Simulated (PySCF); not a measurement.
**CH₆Si₃, SMILES `C1[SiH]=[SiH][SiH2]1` (charge 0, multiplicity 1)**

Level of theory: PySCF 2.14.0 with PBE-D3(BJ)/def2-TZVP // PBE0-D3(BJ)/def2-TZVP.

```
Item                                            Value
-------------  --------------------------------------
HOMO                                         -5.03 eV
dipole moment                                  0.69 D
HOMO–LUMO gap                                 2.76 eV
LUMO                                         -2.27 eV
total energy                             -909.6834 Ha
cost           about 50 core-seconds (a rough figure)
```

Bond lengths (Å): C1–Si2 1.881, C1–Si4 1.908, C1–H5 1.093, C1–H6 1.093, Si2–Si3 2.131, Si2–H7 1.489, Si3–Si4 2.304, Si3–H8 1.480, Si4–H9 1.490, Si4–H10 1.490. Bond angles (°): Si2–C1–Si4 95.8, Si2–C1–H5 113.9, Si2–C1–H6 113.9, Si4–C1–H5 111.9, Si4–C1–H6 111.9, H5–C1–H6 108.9, C1–Si2–Si3 95.9, C1–Si2–H7 123.1, Si3–Si2–H7 140.9, Si2–Si3–Si4 78.6, Si2–Si3–H8 139.1, Si4–Si3–H8 142.3, C1–Si4–Si3 89.7, C1–Si4–H9 112.2, C1–Si4–H10 112.2, Si3–Si4–H9 117.2, Si3–Si4–H10 117.3, H9–Si4–H10 107.4.
